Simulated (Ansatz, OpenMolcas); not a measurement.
SnCl2 (SMILES [Cl][Sn][Cl]): the vertical ionisation energy, rung by rung

SnCl2 has 3 atoms, charge 0, and is taken as a singlet. SMILES: `[Cl][Sn][Cl]`. The coordinates come from a PBE0-D4/def2-TZVP relaxation.

```csv
atom,x (Å),y (Å),z (Å)
Cl,1.1542,1.2207,0.7560
Sn,-0.7969,0.5189,-0.3766
Cl,-0.3682,-1.8045,-0.3926
```

Each level gives the vertical ionisation energy (to the doublet cation) (eV). The values are calculated.

| level | kind | program | value (eV) | CPU time (all runs) |
| --- | --- | --- | --- | --- |
| SVWN5/def2-SVP (core potential) | LDA | OpenMolcas | 10.01 | 21 s |
| TPSS/def2-SVP (core potential) | meta-GGA | OpenMolcas | 9.87 | 40 s |
| B3LYP/def2-SVP (core potential) | global hybrid | Ansatz | 9.99 | 14 s |
| M06-2X/def2-SVP (core potential) | hybrid meta-GGA | OpenMolcas | 9.92 | 32 s |
| CAM-B3LYP/def2-SVP (core potential) | range-separated hybrid | Ansatz | 10.12 | 18 s |
| B2PLYP/def2-SVP (core potential) | double hybrid | Ansatz | 9.88 | 23 s |
| RPA@PBE0/def2-SVP (core potential) | RPA | Ansatz | 9.65 | 23 s |
| BCCD(T)/def2-SVP (core potential) | coupled cluster or CI | Ansatz | 9.67 | 19 s |

Spin-orbit coupling is left out. The values span 9.65 to 10.12 eV. In the correlated wave-function rows the outer d shell of Sn is correlated, in sets not made for it. The second state's dipole differs much between rows, so they may not all be the same state. In so small a basis fixed costs decide the times, and correlated methods can beat functionals. Times are those of the runs behind each value, whatever else they computed, on shared processors of several kinds: orders of magnitude only.
